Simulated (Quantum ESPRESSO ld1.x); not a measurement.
The numbers below are computed, except where a source is named.
Problem. These are the eigenvalues of the occupied orbitals of an atom or ion with whole-number occupations (hartree). Code: ld1.x of Quantum ESPRESSO 7.5. Model: scalar-relativistic Kohn-Sham, LDA (Slater exchange, VWN5 correlation), spin-polarised, spherical densities, point nucleus.

| orbital | eigenvalue |
|---|---|
| 1s down | -3377.60 |
| 1s up | -3377.60 |
| 2s up | -645.925 |
| 2s down | -645.916 |
| 2p up | -559.479 |
| 2p down | -559.471 |
| 3s up | -191.800 |
| 3s down | -191.642 |
| 3p up | -167.068 |
| 3p down | -166.907 |
| 3d up | -142.378 |
| 3d down | -142.252 |
| 4s up | -76.5675 |
| 4s down | -76.3498 |
| 4p up | -67.9112 |
| 4p down | -67.7055 |
| 4d up | -58.3712 |
| 4d down | -58.1676 |
| 4f up | -48.5577 |

Which element is it, and in what charge state? The configuration may be excited. Open shells, if any, are filled with parallel spins first.

Solution. Z = 83, bismuth, charge +34: Bi34+ in [Kr] 4d10 4f3. The list shows which subshells hold electrons but not how many an open one holds; the 1s level, -3377.6 hartree, gives Z - s = 82.2 by -(Z - s)^2/2, which with screening and relativity narrows Z to a few neighbours, and the depths of the outer levels then fix element, charge and occupations together.
